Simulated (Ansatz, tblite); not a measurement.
Forces on the cluster W2S4⁻ at its PBE-D4/def2-SVPD geometry. Charge -1, multiplicity 2.

In the def2 sets W takes a core potential; there is no spin–orbit coupling. The xTB rows come from tblite. At PBE-D4/def2-TZVPD the charge -1 doublet is spin-contaminated (final ⟨S²⟩ up to 1.78, 0.75 for a pure state). No other spin state of charge -1 was run. The geometry of the doublet was relaxed on an unsound state (⟨S²⟩ 1.78, where a pure state has 0.75). Another isomer (doublet) lies 0.22 eV lower at PBE0-D4/def2-TZVPD; other spin states weren't run for this one.

GFN1-xTB (tblite), largest force 1.19 eV/Å:

```xyz
6
positions Å, forces eV/Å
W    -1.173    0.483    0.614    0.781   -0.140   -0.152
W     1.189   -0.455   -0.572   -1.132    0.233    0.262
S     3.331   -0.285   -0.161   -0.208    0.084    0.104
S     0.045    1.533   -1.029    0.259    0.433   -0.386
S    -0.112   -1.507    1.062    0.209   -0.533    0.274
S    -3.280    0.231    0.084    0.092   -0.078   -0.102
```

GFN2-xTB (tblite), largest force 1.92 eV/Å:

```
W 0.261 0.017 0.036
W -0.466 0.055 0.056
S 0.127 0.030 0.052
S 0.234 1.535 -1.121
S 0.074 -1.607 1.035
S -0.230 -0.031 -0.059
```

PBE-D4/def2-TZVPD (Ansatz), largest force 0.47 eV/Å:

```
W 0.065 -0.232 -0.350
W -0.073 0.209 0.312
S -0.286 -0.040 -0.083
S -0.010 -0.380 0.274
S 0.031 0.388 -0.261
S 0.274 0.055 0.107
```
